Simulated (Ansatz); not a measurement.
Reactions of C$_{4}$H$_{8}$S, SMILES `C=C(C)SC`.

Calculated with Ansatz (gas phase, PBE0-D4/def2-TZVP geometries, no zero-point term in ΔE). CCSD(T)/CBS adds triple-zeta CCSD(T) − MP2 to the extrapolated MP2 energy (def2 sets, frozen cores). This one scheme is used for every species. Triplets are unrestricted, without spin–orbit coupling. Elements past krypton have def2 core potentials. For Te outer-core shells are correlated without core-valence functions, which leaves a few kJ/mol of doubt a bond. Each species was taken in one conformer, which may not be the lowest.

Problem. Order these by ΔE at CCSD(T)/CBS, lowest first. (An estimate is asked.)
A. `C=C(C)SC` + H₂O → `C=C(O)SC` + CH₄
B. `C=C(C)SC` → `C=CSC` + `[CH2]` (triplet)
C. `C=C(C)SC` + `C=C(O)O` → `C=C(O)OC` + `C=CSC`
D. `C=C(C)SC` + `OC(F)[TeH]` → `COC(F)[TeH]` + `C=CSC`
E. `C=C(C)SC` + H–F → `C=C(F)SC` + CH₄
F. `C=C(C)SC` → `C=C(S)CC`

Solution. F (-6.0 kJ/mol), A (+27.0 kJ/mol), E (+41.6 kJ/mol), C (+52.3 kJ/mol), D (+61.9 kJ/mol), B (+448.6 kJ/mol).

Largest T1 diagnostic: 0.012, for `OC(F)[TeH]`.
